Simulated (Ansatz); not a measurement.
CH3N, SMILES `C=N` (lower singlet) (charge 0, multiplicity 1). This singlet lies 3.00 eV below the relaxed triplet at the level composite: frozen-core CCSD(T) with HF/cc-pVQZ and the correlation energy extrapolated as X^-3 from cc-pVTZ and cc-pVQZ, plus CCSDT(Q) minus CCSD(T) in cc-pVDZ // B3LYP-D3(BJ)/def2-TZVP (Ansatz, a first-principles code).

All values below come from frozen-core CCSDT(Q)/cc-pVDZ // B3LYP-D3(BJ)/def2-TZVP (Ansatz).

Ansatz 0.2 input:
```yaml
crystal:
  periodic: [false, false, false]
  atoms:
    - { symbol: C, position_ang: [-0.384549, 0.065178, 0.040466] }
    - { symbol: N, position_ang: [0.822377, 0.437279, 0.019739] }
    - { symbol: H, position_ang: [-0.72646, -0.961979, -0.123031] }
    - { symbol: H, position_ang: [-1.160753, 0.805981, 0.234033] }
    - { symbol: H, position_ang: [1.449384, -0.34646, -0.171206] }
basis:
  gaussian: { orbitals: cc-pVDZ }
correlation:
  method: ccsdt_q
```

Output:

```
Functional definition: HF
807 factors; integrals over basis functions are off by at most 1.9e-7 eV
mean field evaluation 1: about -2557.4765 eV, gradient 2.4e1 eV
mean field evaluation 2: about -2557.4776 eV, gradient 2.4e1 eV
mean field evaluation 4: about -2558.9134 eV, gradient 2.5e0 eV
mean field evaluation 8: about -2558.9398 eV, gradient 6.6e-4 eV
mean field evaluation 16: about -2558.9377 eV, gradient 2.8e-1 eV
mean field -2558.93978684 eV, -94.0393026547 hartree, gradient 2.3e-6 eV, S^2 0.000000; 0 other end points of the search recorded, 0 dependent functions left out
2 core orbitals not correlated
reference -2558.93978684 eV, -94.0393026547 hartree; 6, 6 occupied and 35, 35 virtual orbitals, 807 factors
second order -8.18794558 eV of doubles, -0.00000000 eV of singles
cycle   1  -8.50909573 eV  change   -3.2e-1 eV  update   7.7e-2
cycle   2  -8.93407358 eV  change   -4.2e-1 eV  update   3.5e-2
cycle   3  -9.13881405 eV  change   -2.0e-1 eV  update   1.7e-2
cycle   4  -9.11794941 eV  change    2.1e-2 eV  update   5.1e-3
cycle   5  -9.11630182 eV  change    1.6e-3 eV  update   2.7e-3
cycle   6  -9.11948021 eV  change   -3.2e-3 eV  update   7.6e-4
cycle   7  -9.12039057 eV  change   -9.1e-4 eV  update   3.1e-4
cycle   8  -9.12016117 eV  change    2.3e-4 eV  update   8.8e-5
cycle   9  -9.12014788 eV  change    1.3e-5 eV  update   3.8e-5
cycle  10  -9.12018567 eV  change   -3.8e-5 eV  update   1.3e-5
cycle  11  -9.12015823 eV  change    2.7e-5 eV  update   5.6e-6
cycle  12  -9.12016584 eV  change   -7.6e-6 eV  update   1.9e-6
cycle  13  -9.12016815 eV  change   -2.3e-6 eV  update   7.0e-7
cycle  14  -9.12016874 eV  change   -5.9e-7 eV  update   3.3e-7
perturbative correction -0.02407684 eV, -0.0008848075 hartree
Total energy: -2568.08403242 eV, -94.3753474815 hartree
```
